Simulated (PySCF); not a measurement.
Compound: C₄H₈F₂O₂.
Atom-mapped SMILES: `[CH3:1][O:2][CH:3]([O:4][CH3:5])[CH:6]([F:7])[F:8]` (hydrogens: H9, H10, H11 on C1; H12 on C3; H13, H14, H15 on C5; H16 on C6)

A GFN2-xTB structure was refined with PBE0-D3(BJ)/def2-SVP geometry optimisation, gas phase in PySCF 2.14.0. Its GFN2-xTB values:

```
 coordinate  GFN2-xTB
      C1–O2   1.453 Å
      C1–H9   1.065 Å
     C1–H10   1.085 Å
      O2–C3   1.398 Å
      C3–O4   1.366 Å
      C3–C6   1.545 Å
     C3–H12   1.113 Å
      C6–F7   1.350 Å
      C6–F8   1.328 Å
     C6–H16   1.110 Å
   C1–O2–C3    114.6°
   O2–C3–O4    108.5°
   O2–C3–C6    105.5°
   C3–O4–C5    113.7°
   C3–C6–F7    109.7°
   C3–C6–F8    111.5°
   O4–C3–C6    115.6°
   F7–C6–F8    107.2°
C1–O2–C3–O4       60°
O2–C3–O4–C5     -173°
O2–C3–C6–F7      144°
```

Problem. How do these coordinates change at the PBE0-D3(BJ)/def2-SVP level?

Solution. 
| coordinate | PBE0-D3(BJ)/def2-SVP (Å or °) | change |
| --- | --- | --- |
| C1–O2 | 1.403 | -0.050 |
| C1–H9 | 1.107 | +0.042 |
| O2–C3 | 1.372 | -0.026 |
| C3–O4 | 1.388 | +0.022 |
| C3–C6 | 1.526 | -0.019 |
| C1–H10 | 1.098 | +0.013 |
| C6–F8 | 1.340 | +0.012 |
| C6–F7 | 1.356 | +0.006 |
| C6–H16 | 1.104 | -0.006 |
| C3–H12 | 1.118 | +0.005 |
| O4–C3–C6 | 112.2 | -3.4 |
| C3–O4–C5 | 116.4 | +2.7 |
| O2–C3–O4 | 110.1 | +1.6 |
| C3–C6–F7 | 108.8 | -0.9 |
| F7–C6–F8 | 108.1 | +0.9 |
| O2–C3–C6 | 106.3 | +0.8 |
| C3–C6–F8 | 110.8 | -0.7 |
| C1–O2–C3 | 114.3 | -0.3 |
| O2–C3–C6–F7 | 168 | +24 |
| O2–C3–O4–C5 | -156 | +17 |
| C1–O2–C3–O4 | 63 | +3 |

The energy falls by 18.6 kJ/mol over 14 energy and gradient evaluations, the largest force component goes from 0.0388 to 1.6e-04 Eh/bohr, and the atoms move by 0.269 Å rms after alignment. The bond that changes most is C1–O2 (methoxy carbon to ether oxygen), which shortens by 0.050 Å. Bonds longer at the end by more than 0.005 Å: 10 of 15; shorter: 5. Among the dihedrals that turn most is O4–C3–C6–H16, from 144° to 169°. Rotational constants go from 2722, 1538, 1231 to 2624, 1648, 1234 MHz.

The run used 152 basis functions and 90 SCF cycles in all.

Stationary, but not proved a minimum. The numbers are those of one conformer.
